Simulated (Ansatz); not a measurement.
## AlCl2F (SMILES [F][Al]([Cl])[Cl]): the energy, rung by rung

The species is AlCl2F (4 atoms), meant as a singlet with charge 0. SMILES: `[F][Al]([Cl])[Cl]`. Geometry: relaxed at PBE0-D4/def2-TZVP.

| atom | x (Å) | y (Å) | z (Å) |
| --- | --- | --- | --- |
| F | 0.0874 | 0.3882 | 1.6824 |
| Al | 0.0048 | 0.0215 | 0.0936 |
| Cl | 1.2230 | -1.4637 | -0.6634 |
| Cl | -1.3153 | 1.0539 | -1.1125 |

Each level gives the energy change with the F1–Al2 bond stretched from 1.633 to 3.265 Å (eV). The values are calculated.

```tsv
level	kind	program	value (eV)	less FCI/STO-3G	CPU time (all runs)
HF/STO-3G (restricted)	Hartree–Fock	Ansatz	9.90	+5.08	0.61 s
SVWN5/STO-3G (restricted)	LDA	Ansatz	7.38	+2.56	2.6 s
PBE0/STO-3G (restricted)	global hybrid	Ansatz	7.71	+2.89	4.2 s
r2SCAN0/STO-3G (restricted)	hybrid meta-GGA	Ansatz	7.97	+3.15	10 s
wB97X/STO-3G (restricted)	range-separated hybrid	Ansatz	8.34	+3.52	17 s
B2PLYP/STO-3G (restricted)	double hybrid	Ansatz	6.84	+2.02	6 s
MP2/STO-3G (restricted)	perturbation theory	Ansatz	6.42	+1.60	1 s
CCSD/STO-3G (restricted)	coupled cluster or CI	Ansatz	4.86	+0.04	0.99 s
CCSDTQ/STO-3G (restricted)	coupled cluster or CI	Ansatz	4.82	0.00	78 s
FCI/STO-3G	exact in the basis	Ansatz	4.82	0.00	41 s
```

FCI/STO-3G is exact within its basis and frozen core, so for wave-function methods in that basis the difference is their error; functionals converge differently with the basis, so for them it is only a difference. A spin-restricted reference rises too steeply as a bond breaks; here HF/STO-3G, SVWN5/STO-3G, PBE0/STO-3G, r2SCAN0/STO-3G, wB97X/STO-3G, B2PLYP/STO-3G, MP2/STO-3G lie well above the multireference or unrestricted value. The first shape isn't each level's own minimum. The values span 4.82 to 9.90 eV. All rows use very small basis sets, so none should be taken for the real molecule's value. CPU times are rough (shared hosts, several kinds of processor and program).
